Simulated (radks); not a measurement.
Q: Isoelectronic series with 3 electrons, all held in the configuration [He] 2s1, which need not be the ground one along the series. Calculated with a radial shooting solver on a logarithmic mesh with Libxc functionals: scalar-relativistic Kohn-Sham, PBE, spin-polarised, spherical densities, point nucleus; open shells are filled with parallel spins first (spin-orbit coupling, left out, can overturn this in heavy ions). Total energies (hartree) and mean radii <r> (bohr) (* marks an orbital that is empty in some or all of the ions):

| ion | E (hartree) | 3s up* | 2p up* | 2s up | 1s down |
|---|---|---|---|---|---|
| Ru41+ | -2192.04637 | 0.3099 | 0.1160 | 0.1355 | 0.03324 |
| Rh42+ | -2296.90545 | 0.3023 | 0.1132 | 0.1322 | 0.03244 |
| Ag44+ | -2514.67200 | 0.2882 | 0.1080 | 0.1259 | 0.03093 |
| Cd45+ | -2627.62496 | 0.2816 | 0.1055 | 0.1230 | 0.03023 |
| In46+ | -2743.32272 | 0.2753 | 0.1032 | 0.1202 | 0.02955 |
| Sn47+ | -2861.79015 | 0.2692 | 0.1010 | 0.1175 | 0.02889 |
| Sb48+ | -2983.05300 | 0.2634 | 0.09880 | 0.1150 | 0.02827 |
| Te49+ | -3107.13795 | 0.2577 | 0.09673 | 0.1125 | 0.02766 |
| I50+ | -3234.07265 | 0.2523 | 0.09474 | 0.1101 | 0.02708 |
| Xe51+ | -3363.88574 | 0.2471 | 0.09283 | 0.1077 | 0.02651 |
| Cs52+ | -3496.6069 | 0.2421 | 0.09098 | 0.1055 | 0.02597 |
| Ba53+ | -3632.2669 | 0.2372 | 0.08920 | 0.1034 | 0.02545 |
| La54+ | -3770.8977 | 0.2325 | 0.08749 | 0.1013 | 0.02494 |
| Ce55+ | -3912.5322 | 0.2280 | 0.08583 | 0.09926 | 0.02445 |
| Pr56+ | -4057.2049 | 0.2236 | 0.08423 | 0.09731 | 0.02397 |
| Nd57+ | -4204.9510 | 0.2194 | 0.08268 | 0.09542 | 0.02351 |
| Pm58+ | -4355.8077 | 0.2153 | 0.08119 | 0.09359 | 0.02306 |
| Sm59+ | -4509.8129 | 0.2113 | 0.07974 | 0.09182 | 0.02263 |
| Eu60+ | -4667.0065 | 0.2075 | 0.07833 | 0.09010 | 0.02221 |
| Gd61+ | -4827.4295 | 0.2037 | 0.07697 | 0.08843 | 0.02180 |
| Tb62+ | -4991.1246 | 0.2001 | 0.07565 | 0.08680 | 0.02140 |
| Dy63+ | -5158.1362 | 0.1966 | 0.07437 | 0.08523 | 0.02101 |
| Ho64+ | -5328.5104 | 0.1931 | 0.07313 | 0.08369 | 0.02064 |

Estimate the row of Pd43+.

A: E (hartree) -2404.43988; 3s up* 0.2951; 2p up* 0.1105; 2s up 0.1290; 1s down 0.03167.
